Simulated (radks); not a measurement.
Question: All-electron atom: Kr4+ in [Ar] 3d10 4p4 (not the ground configuration). Calculated with a radial shooting solver on a logarithmic mesh with Libxc functionals: Dirac Kohn-Sham, PBEsol, spin-unpolarised, spherical densities, finite nucleus; open shells fill j = l - 1/2 first; Fermi nuclear charge, rms radius 4.1884 fm.

Spin-orbit splittings of the eigenvalues, e(l+1/2) - e(l-1/2), with zeta = 2 splitting/(2l+1) and mean radii in bohr:

| shell | occ. | splitting (eV) | zeta (eV) | <r> j=l-1/2 | <r> j=l+1/2 |
|---|---|---|---|---|---|
| 2p | 6 | 53.79 | 35.86 | 0.1574 | 0.1614 |
| 3p | 6 | ? | ? | 0.5325 | 0.5429 |
| 3d | 10 | 1.317 | 0.5268 | 0.5488 | 0.5526 |
| 4p | 4 | 1.016 | 0.6773 | 1.569 | 1.592 |

Estimate the 3p splitting.

Answer: 7.946 eV (zeta = 5.297 eV).
